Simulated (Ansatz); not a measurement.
Total energies of Ge3Te7 (the lowest singlet isomer of a short search) from Ansatz at PBE-D4/def2-SVP, gas phase (1 Eh = 27.2114 eV = 2625.5 kJ/mol). The reference geometry is relaxed at PBE-D4/def2-SVP.

```csv
atom,x (Å),y (Å),z (Å)
Ge1,-0.057,-0.659,-2.951
Ge2,2.350,0.171,0.221
Ge3,-0.036,0.854,0.064
Te4,-0.837,-1.729,-0.409
Te5,-1.452,1.960,1.975
Te6,4.049,0.662,1.828
Te7,2.340,-1.484,-1.750
Te8,-2.470,-0.458,2.832
Te9,-0.371,1.946,-2.232
Te10,-3.516,-1.264,0.422
```

```csv
state,geometry,energy (Eh)
charge 0 singlet,reference,-8105.77683
charge 1 doublet,reference,-8105.52554
charge -1 doublet,reference,-8105.85005
free Ge atom (triplet),–,-2076.34106
free Te atom (triplet),–,-267.96343
```

In the def2 sets Te takes a core potential; there is no spin–orbit coupling.

Task: Work out the vertical ionisation energy to the doublet.

Result: E(charge 1 doublet) − E(charge 0 singlet) = -8105.52554 − (-8105.77683) = 0.25129 Eh = 6.84 eV. For comparison, −ε of the highest occupied level is 5.07 eV at this level, 1.77 eV less.

Task: Work out the vertical electron affinity, to the doublet.

Result: E(charge 0 singlet) − E(charge -1 doublet) = -8105.77683 − (-8105.85005) = 0.07322 Eh = 1.99 eV. The basis lacks diffuse functions, which makes affinities too small.

Task: Give the fundamental gap IE − EA, the Mulliken electronegativity (IE + EA)/2 and the hardness (IE − EA)/2.

Result: From the values in Eh: IE − EA = 0.25129 − 0.07322 = 0.17807 Eh = 4.85 eV; (IE + EA)/2 = 4.42 eV; (IE − EA)/2 = 2.42 eV. The HOMO–LUMO gap of the same run is 1.39 eV, 3.46 eV smaller than the fundamental gap.

Task: What is the binding energy per atom against free atoms?

Result: Atoms: 3 × (-2076.34106) + 7 × (-267.96343) = -8104.76719 Eh. Binding: -8104.76719 − (-8105.77683) = 1.00964 Eh = 27.47 eV, or 2.75 eV for each of 10 atoms (no zero-point energy, no counterpoise term).

At PBE-D4/def2-SVP the gap within one spin of the charge 1 doublet nearly closes, so an electron or hole may be smeared out by delocalisation error. At PBE-D4/def2-SVP the gap within one spin of the charge -1 doublet nearly closes, so an electron or hole may be smeared out by delocalisation error.  

The structure comes from a short search, and lower isomers may exist.
